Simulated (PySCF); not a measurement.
Does the structure fit the spectrum?

A compound C6H7F3Si gives the data below (simulated from a calculation) and was assigned the structure `FC(F)(F)C#CC1C[SiH2]C1`.

$^{13}$C{$^{1}$H} NMR (computed): δ 139.1 (C), 108.0 (CH), 87.5 (C), 38.4 (CH), 21.5 (CH2), 15.0 (CH2).

$^{1}$H NMR (300 MHz, computed): δ 5.24 (m, 1H), 2.54 (m, 1H), 2.47 (m, 1H), 2.45 (m, 1H), 2.27 (d, 1H), 1.85 (m, 1H), 1.59 (m, 1H).

Rapidly exchanging positions averaged, a single conformation, non-relativistic Hamiltonian, isolated molecule. Structure optimised with GFN2-xTB; shielding tensors at PBE0/pcSseg-1 (GIAO); PySCF 2.14.0 with density-fitted response routines.

Scale: $^{1}$H (σ = 31.72 ppm), $^{13}$C (σ = 186.93 ppm) against TMS (reference shieldings calculated alike).

**Question.** Compare with the shifts computed for the proposed structure, pairing carbons in order of shift.

**Answer.** Structure with atom numbers: `[F:1][C:2]([F:3])([F:4])[C:5]#[C:6][CH:7]1[CH2:8][SiH2:9][CH2:10]1`; H(Xn) means a hydrogen on atom n.

```csv
atom,computed for proposal,given list,difference
C2,124.6,139.1,-14.5
C6,103.6,108.0,-4.4
C5,76.9,87.5,-10.6
C7,23.1,38.4,-15.3
C8,19.3,21.5,-2.2
C10,19.3,15.0,+4.3
```

The rms difference is 10.0 ppm and the largest -15.3 ppm at C7 (propargylic sp3 CH). The proposal also would give 5 carbon signals, not 6. The carbon types in order of shift don't match either: C, C, C, CH, CH2, CH2 for the proposal against C, CH, C, CH, CH2, CH2 in the data. The proposal doesn't fit.

**Question.** Which isomer fits?

**Answer.** `C([C@H]1[Si@H](C#C)CC1)(F)(F)F`.

- Carbon types of the structure: 2 × C, 2 × CH, 2 × CH2, leaving 1 H on heteroatoms.
- δC 139.1: CF3 carbon; 3 electronegative neighbours deshield it.
- δC 108.0: terminal alkyne carbon.
- δC 87.5: alkyne carbon; the triple bond shields along its axis, which puts it between sp3 and sp2 carbons.
- δC 21.5: sp3 CH2 in a ring; saturated and bonded to C and H only.

Other isomers checked: FC(F)=C(F)/C=C/[C@@H]1C[SiH2]1 (rms 42.2 ppm).

This is the structure that produced the data.

Splittings by $^{19}$F in the carbon and heteronuclear signals aren't shown, as no couplings were computed. Shifts are as computed. Against solution values, carbons near 30 ppm lie about +3 ppm off and those near 130 ppm about +5 ppm. Of 1211 compounds with measured shifts, 218 miss one by over three times the rms of a fit or turn the order of signals round; such compounds aren't used in these exercises. Multiplicities follow the n + 1 count of equivalent neighbours, as no J values were calculated; m marks all less simple cases, F and P coupling included.
